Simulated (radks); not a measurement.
Dy13+, 53 electrons, occupied as [Kr] 4d10 4f(5/2: 5, 7/2: 0) 5s2 (not the ground configuration). Method: Dirac Kohn-Sham, BLYP, spin-unpolarised, spherical densities, finite nucleus; Fermi nuclear charge, rms radius 5.2218 fm; computed with a radial shooting solver on a logarithmic mesh with Libxc functionals.

Normalised radial functions P(r) = r R(r) (large component), r in bohr:

r,4p1/2,5s1/2
0.001298,0.0126,0.0718
0.00169,0.0173,0.0878
0.0022,0.0239,0.1065
0.002888,0.0338,0.1283
0.003761,0.0478,0.1510
0.004897,0.0680,0.1737
0.006377,0.0973,0.1934
0.00837,0.1404,0.2057
0.0109,0.1988,0.2030
0.01419,0.2765,0.1775
0.01863,0.3771,0.1180
0.02426,0.4869,0.0232
0.03158,0.5872,-0.1023
0.04146,0.6372,-0.2371
0.05398,0.5716,-0.3215
0.07029,0.3327,-0.2935
0.09153,-0.0901,-0.1090
0.1201,-0.6043,0.2013
0.1564,-0.9196,0.4460
0.2037,-0.7536,0.4020
0.2674,0.0079,-0.0299
0.3482,0.9729,-0.5462
0.4533,1.5627,-0.6520
0.595,1.4388,-0.0828
0.7748,0.8699,0.7424
1.009,0.3442,1.1738
1.314,0.0830,0.9547
1.724,0.0100,0.4375
2.245,0.0006,0.1126
2.924,0.0000,0.0136

4p1/2: eigenvalue -580.57 eV, 2 radial nodes at r = 0.0871, 0.267 bohr, <r> = 0.531 bohr, 90 % of the charge inside 0.770 bohr. 5s1/2: eigenvalue -265.05 eV, 4 radial nodes at r = 0.0256, 0.101, 0.264, 0.611 bohr, <r> = 1.09 bohr, 90 % of the charge inside 1.52 bohr.
